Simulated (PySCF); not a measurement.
C2H9NO2Sn, singlet, at a GFN2-xTB geometry (such geometries of metal compounds can be far from the true shape) (all electrons, no relativity); PySCF with CASSCF(6,8)/STO-3G.

Input for PySCF:
```python
from pyscf import gto, scf, mcscf
import numpy

mol = gto.Mole()
mol.atom = '''
    Sn   -0.056084    0.485947   -0.151639
    N    -0.150862    0.659145    1.878633
    O     1.770509   -0.013251   -0.609341
    C     2.451637   -1.159642   -0.164345
    O    -1.243592   -1.035453   -0.579293
    C    -2.377725   -1.428537    0.149651
    H    -0.250489    1.762638   -1.246713
    H     0.573735    1.269191    2.241133
    H    -1.034959    1.010959    2.228587
    H     1.955770   -2.076927   -0.485647
    H     2.559355   -1.174906    0.922469
    H     3.443301   -1.116225   -0.617158
    H    -3.228579   -0.772927   -0.049139
    H    -2.622885   -2.435728   -0.190058
    H    -2.193802   -1.458747    1.225286
'''
mol.basis = 'sto-3g'
mol.charge = 0
mol.spin = 0
mol.verbose = 4
mol.build()

mf = scf.RHF(mol)
mf.kernel()
mc = mcscf.CASSCF(mf, 8, 6)
mc.fix_spin_(ss=0.0)
mc.kernel()
occ = numpy.linalg.eigvalsh(mc.fcisolver.make_rdm1(mc.ci, mc.ncas, mc.nelecas))[::-1]
ss = mc.fcisolver.spin_square(mc.ci, mc.ncas, mc.nelecas)[0]
print('natural occupations', occ.round(4), ' <S^2>', round(ss, 4))
```

What does PySCF print? Leave out banner, timings and long lists.


```
PySCF version 2.14.0

[INPUT] verbose = 4
[INPUT] num. atoms = 15
[INPUT] num. electrons = 94
[INPUT] charge = 0
[INPUT] spin (= nelec alpha-beta = 2S) = 0
[INPUT] symmetry False subgroup None
[INPUT] Mole.unit = angstrom
[INPUT] Symbol           X                Y                Z      unit          X                Y                Z       unit  Magmom
[...]
nuclear repulsion = 658.761398441146
number of shells = 35
number of NR pGTOs = 183
number of NR cGTOs = 61
basis = sto-3g
ecp = {}

******** <class 'pyscf.scf.hf.RHF'> ********
method = RHF
initial guess = minao
damping factor = 0
level_shift factor = 0
DIIS = <class 'pyscf.scf.diis.CDIIS'>
diis_start_cycle = 1
diis_space = 8
diis_damp = 0
SCF conv_tol = 1e-09
SCF conv_tol_grad = None
SCF max_cycles = 50
direct_scf = True
direct_scf_tol = 1e-13
Set gradient conv threshold to 3.16228e-05
Initial guess from minao.
init E= -6228.2777510049
[...]
cycle= 1 E= -6244.5692869236  delta_E= -16.3  |g|= 0.757  |ddm|= 4.64
[...]
cycle= 2 E= -6244.78179623817  delta_E= -0.213  |g|= 0.206  |ddm|= 1.35
[...]
cycle= 3 E= -6244.79753987867  delta_E= -0.0157  |g|= 0.0451  |ddm|= 0.352
[...]
cycle= 4 E= -6244.79866663032  delta_E= -0.00113  |g|= 0.01  |ddm|= 0.094
[...]
cycle= 5 E= -6244.79873155171  delta_E= -6.49e-05  |g|= 0.00255  |ddm|= 0.0268
[...]
cycle= 6 E= -6244.79873609801  delta_E= -4.55e-06  |g|= 0.000693  |ddm|= 0.00718
[...]
cycle= 7 E= -6244.79873658716  delta_E= -4.89e-07  |g|= 0.000155  |ddm|= 0.00294
[...]
cycle= 8 E= -6244.79873661602  delta_E= -2.89e-08  |g|= 3.41e-05  |ddm|= 0.000755
[...]
cycle= 9 E= -6244.79873661711  delta_E= -1.09e-09  |g|= 8.43e-06  |ddm|= 0.000135
[...]
cycle= 10 E= -6244.79873661719  delta_E= -8e-11  |g|= 2.98e-06  |ddm|= 2.93e-05
[...]
Extra cycle  E= -6244.79873661719  delta_E= 7.28e-12  |g|= 1.5e-06  |ddm|= 8.09e-06
converged SCF energy = -6244.79873661719

******** <class 'pyscf.mcscf.mc1step.CASSCF'> ********
CAS (3e+3e, 8o), ncore = 44, nvir = 9
max_cycle_macro = 50
max_cycle_micro = 4
conv_tol = 1e-07
conv_tol_grad = None
orbital rotation max_stepsize = 0.02
orbital rotation threshold for CI restart = 0.01
augmented hessian ah_max_cycle = 30
augmented hessian ah_conv_tol = 1e-12
augmented hessian ah_linear dependence = 1e-14
augmented hessian ah_level shift = 1e-08
augmented hessian ah_start_tol = 2.5
augmented hessian ah_start_cycle = 3
augmented hessian ah_grad_trust_region = 3
kf_trust_region = 3
kf_interval = 4
ci_response_space = 4
ci_grad_trust_region = 3
with_dep4 0
natorb = False
canonicalization = True
sorting_mo_energy = False
ao2mo_level = 2
internal_rotation = False
******** <class 'pyscf.fci.addons.SpinPenaltyFCISolver'> ********
max. cycles = 50
conv_tol = 1e-08
davidson only = True
linear dependence = 1e-12
level shift = 0.001
max iter space = 12
nroots = 1
pspace_size = 400
spin = None
CASCI E = -6244.80887752974  S^2 = 0.0000000
Set conv_tol_grad to 0.000316228
macro iter   1 ( 21 JK    4 micro), CASSCF E = -6244.82052353338  dE = -1.16460036e-02  S^2 = 0.0000000
               |grad[o]|=0.021  |grad[c]|=0.097  |ddm|=0.038  |maxRot[o]|=0.191
macro iter   2 ( 21 JK    4 micro), CASSCF E = -6244.82686431758  dE = -6.34078421e-03  S^2 = 0.0000000
               |grad[o]|=0.0167  |grad[c]|=0.043  |ddm|=0.0385  |maxRot[o]|=0.185
macro iter   3 ( 21 JK    4 micro), CASSCF E = -6244.82986788050  dE = -3.00356292e-03  S^2 = 0.0000000
               |grad[o]|=0.0146  |grad[c]|=0.0269  |ddm|=0.026  |maxRot[o]|=0.118
macro iter   4 ( 21 JK    4 micro), CASSCF E = -6244.83243975233  dE = -2.57187183e-03  S^2 = 0.0000000
               |grad[o]|=0.012  |grad[c]|= 0.03  |ddm|=0.0296  |maxRot[o]|= 0.14
macro iter   5 ( 21 JK    4 micro), CASSCF E = -6244.84128378405  dE = -8.84403172e-03  S^2 = 0.0000000
               |grad[o]|=0.0109  |grad[c]|=0.0679  |ddm|=0.0651  |maxRot[o]|=0.183
macro iter   6 ( 21 JK    4 micro), CASSCF E = -6244.85095117192  dE = -9.66738787e-03  S^2 = 0.0000000
[...]
               |grad[o]|=0.0137  |grad[c]|=0.0302  |ddm|=0.00972  |maxRot[o]|=0.0637
macro iter   8 ( 21 JK    4 micro), CASSCF E = -6244.85197208734  dE = -3.38629360e-04  S^2 = 0.0000000
               |grad[o]|=0.0109  |grad[c]|=0.0284  |ddm|=0.0105  |maxRot[o]|=0.0437
macro iter   9 ( 21 JK    4 micro), CASSCF E = -6244.85203599929  dE = -6.39119544e-05  S^2 = 0.0000000
               |grad[o]|=0.0106  |grad[c]|=0.0281  |ddm|=0.0105  |maxRot[o]|=0.0466
macro iter  10 ( 21 JK    4 micro), CASSCF E = -6244.85201849048  dE =  1.75088153e-05  S^2 = 0.0000000
               |grad[o]|=0.0106  |grad[c]|=0.0282  |ddm|=0.0108  |maxRot[o]|=0.0477
macro iter  11 ( 21 JK    4 micro), CASSCF E = -6244.85381122325  dE = -1.79273277e-03  S^2 = 0.0000000
               |grad[o]|=0.0107  |grad[c]|=0.00873  |ddm|=0.00554  |maxRot[o]|=0.0684
macro iter  12 ( 21 JK    4 micro), CASSCF E = -6244.85516768145  dE = -1.35645820e-03  S^2 = 0.0000000
               |grad[o]|=0.0084  |grad[c]|=0.00734  |ddm|=0.00446  |maxRot[o]|=0.159
macro iter  13 ( 21 JK    4 micro), CASSCF E = -6244.85513566787  dE =  3.20135805e-05  S^2 = 0.0000000
               |grad[o]|=0.00623  |grad[c]|=0.0124  |ddm|=0.00632  |maxRot[o]|=0.189
macro iter  14 ( 21 JK    4 micro), CASSCF E = -6244.85589356420  dE = -7.57896335e-04  S^2 = 0.0000000
               |grad[o]|=0.00668  |grad[c]|=0.0065  |ddm|=0.00397  |maxRot[o]|=0.0483
macro iter  15 ( 20 JK    4 micro), CASSCF E = -6244.85613197113  dE = -2.38406931e-04  S^2 = 0.0000000
               |grad[o]|=0.00481  |grad[c]|=0.0104  |ddm|=0.00524  |maxRot[o]|=0.0378
macro iter  16 ( 21 JK    4 micro), CASSCF E = -6244.85614840126  dE = -1.64301246e-05  S^2 = 0.0000000
               |grad[o]|=0.00414  |grad[c]|=0.0123  |ddm|=0.00525  |maxRot[o]|=0.0262
macro iter  17 ( 20 JK    4 micro), CASSCF E = -6244.85587320205  dE =  2.75199207e-04  S^2 = 0.0000000
               |grad[o]|=0.00409  |grad[c]|=0.0117  |ddm|=0.00424  |maxRot[o]|=0.0187
macro iter  18 ( 21 JK    4 micro), CASSCF E = -6244.85647152809  dE = -5.98326041e-04  S^2 = 0.0000000
               |grad[o]|=0.00492  |grad[c]|=0.00299  |ddm|=0.00197  |maxRot[o]|=0.0397
macro iter  19 ( 21 JK    4 micro), CASSCF E = -6244.85645645421  dE =  1.50738788e-05  S^2 = 0.0000000
               |grad[o]|=0.0027  |grad[c]|=0.00718  |ddm|=0.00345  |maxRot[o]|=0.0184
macro iter  20 ( 18 JK    4 micro), CASSCF E = -6244.85664649985  dE = -1.90045633e-04  S^2 = 0.0000000
               |grad[o]|=0.00288  |grad[c]|=0.00296  |ddm|=0.00199  |maxRot[o]|=0.0211
macro iter  21 ( 14 JK    4 micro), CASSCF E = -6244.85669742370  dE = -5.09238507e-05  S^2 = 0.0000000
               |grad[o]|=0.00165  |grad[c]|=0.003  |ddm|=0.00188  |maxRot[o]|=0.0121
macro iter  22 ( 10 JK    4 micro), CASSCF E = -6244.85672689672  dE = -2.94730253e-05  S^2 = 0.0000000
               |grad[o]|=0.00118  |grad[c]|=0.00173  |ddm|=0.000911  |maxRot[o]|=0.00974
macro iter  23 ( 13 JK    4 micro), CASSCF E = -6244.85674299331  dE = -1.60965883e-05  S^2 = 0.0000000
               |grad[o]|=0.000735  |grad[c]|=0.00061  |ddm|=0.000607  |maxRot[o]|=0.0149
macro iter  24 ( 12 JK    2 micro), CASSCF E = -6244.85674481682  dE = -1.82351232e-06  S^2 = 0.0000000
               |grad[o]|=0.000237  |grad[c]|=0.000139  |ddm|=0.00022  |maxRot[o]|=0.0035
macro iter  25 (  3 JK    1 micro), CASSCF E = -6244.85674484791  dE = -3.10847099e-08  S^2 = 0.0000000
               |grad[o]|=4.2e-05  |grad[c]|=5.21e-05  |ddm|=1.77e-05  |maxRot[o]|=0.000456
1-step CASSCF converged in  25 macro (467 JK  95 micro) steps
CASSCF canonicalization
Density matrix diagonal elements [1.97094904 1.97210915 1.97116451 0.01819885 0.02549737 0.02473103
 0.0089271  0.00842296]
CASSCF energy = -6244.85674484791
CASCI E = -6244.85674484791  E(CI) = -8.59249542603720  S^2 = 0.0000000
natural occupations [1.9748e+00 1.9728e+00 1.9691e+00 3.2500e-02 2.6200e-02 2.3400e-02
 6.0000e-04 6.0000e-04]  <S^2> 0.0
```
